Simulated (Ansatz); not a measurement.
```yaml
crystal:
  periodic: [false, false, false]
  atoms:
    - {symbol: S, position_ang: [-1.176175, 0.372691, -1.509597]}
    - {symbol: B, position_ang: [-0.909639, -0.657472, 0.132325]}
    - {symbol: C, position_ang: [0.535960, -1.217572, 0.320256]}
    - {symbol: Ga, position_ang: [0.985055, 0.945730, 0.130099]}
    - {symbol: H, position_ang: [-2.255242, 1.164778, -1.067586]}
    - {symbol: H, position_ang: [-1.784368, -0.545292, 1.020061]}
    - {symbol: H, position_ang: [0.810091, -1.735509, 1.298628]}
    - {symbol: H, position_ang: [1.172864, -1.563795, -0.563941]}
    - {symbol: H, position_ang: [0.447745, 2.056220, 1.210860]}
    - {symbol: H, position_ang: [2.173710, 1.180231, -0.971095]}
basis:
  gaussian: {orbitals: def2-TZVPD}
hamiltonian: {xc: {name: SPW92}}
scf: {lower_state_search: full}
```

```sh
$ ansatz run in.yaml --threads 4 --pin off --events-out ev --progress --plain --max-ram 10444MiB
```

Shortened log:

```
Functional definition: SPW92
1314 factors; their error is unknown
mean field evaluation 1: about -64873.9215 eV, gradient 7.9e1 eV
mean field evaluation 2: about -64792.1994 eV, gradient 1.6e2 eV
mean field evaluation 4: about -64886.2439 eV, gradient 1.9e1 eV
mean field evaluation 8: about -64887.1759 eV, gradient 1.7e-1 eV
mean field evaluation 16: about -64887.1395 eV, gradient 1.1e-3 eV
mean field -64887.13948880 eV, -2384.5583941305 hartree, gradient 3.3e-5 eV, S^2 0.000000; 0 other end points of the search recorded, 0 dependent functions left out
reference -64887.13955509 eV, -2384.5583965668 hartree; 32, 32 occupied and 196, 196 virtual orbitals, 1314 factors
Total energy: -64887.13955509 eV, -2384.5583965668 hartree
```

Run time 1.1 s (4 threads of an Intel Xeon Platinum 8488C on a shared host); peak host memory 0.43 GiB.
